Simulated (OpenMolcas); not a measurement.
Pt2+: effect of the basis set

```json
{"Program": "OpenMolcas", "Method": "CASSCF", "Active space": "8 electrons in 10 orbitals (5d 6d)", "State averaging": "2S+1 = 3 even, 10 roots; 2S+1 = 1 even, 15 roots", "Spin-orbit coupling": "RASSI with atomic mean-field integrals over the reference wave functions, term energies averaged over their components"}
```

A. ANO-R2 [8s6p5d3f1g], X2C, finite nucleus; cost about 2.8 core-minutes
B. ANO-RCC-VTZP [8s7p5d3f1g], DKH2, point nucleus; cost roughly 70 core-seconds
C. ANO-RCC-VQZP [9s8p6d4f2g1h], DKH2, point nucleus; cost roughly 70 core-seconds

Energies in cm-1 above 5d8 3F4, the measured ground level; measured values from NIST levels as listed in McCann et al., Mon. Not. R. Astron. Soc. 538, 537 (2025).

```tsv
Level	A	B	C	Measured
5d8 3F4	0.0	0.0	0.0	0.0
5d8 3F3	9882	9874	9983	9752
5d8 3P2 [54 %]	17351	17362	17458	
5d8 3P0	20351	20393	20386	14939
5d8 3P1	22573	22595	22669	16782
5d8 1G4	25599	25622	25678	21331
5d8 1S0	54718	54771	54815
```

Deviations, from unrounded energies. A percentage is the sum of absolute deviations over the sum of measured energies, with the sign that they share, or ± where signs differ.

| Against measurement | Levels | A | B | C |
| --- | --- | --- | --- | --- |
| mean absolute deviation (cm-1) | 4 | 3900 | 3900 | 4000 |
| fine structure of the ground term (%) | 1 | +1.3 | +1.3 | +2.4 |
| other terms of the ground configuration (%) | 3 | +29.2 | +29.3 | +29.6 |

A, B, C lie about equally close to measurement. The largest miss of A in the table is 5d8 3P1, by +5800 cm-1. The ranking rests on the paired levels alone, and a cruder setting can come out closer through cancelling errors.

Among A to C the level of the table that moves most is 5d8 3F3, by 110 cm-1 (lowest in B, highest in C).

Without dynamic correlation excited terms often stand tens of per cent too high (terms of higher spin than the ground term too low), and those without a measured partner can miss by more than the paired ones. Active for correlation alone: 6d; no level in the range computed is led by a configuration that fills it, so any true level of that kind is missing. Measured partners are found by configuration, term and J. A level has none where our copy of the source lacks it or the pairing is in doubt (some pairs that miss far off the trend of their configuration count as doubtful), and it then counts in no deviation. Only configurations of the active space appear. Levels that lie high or do not pair safely by name in every column are left out.

A share in square brackets marks a mixed level and gives the weight of the term that names it, the lowest over the columns.
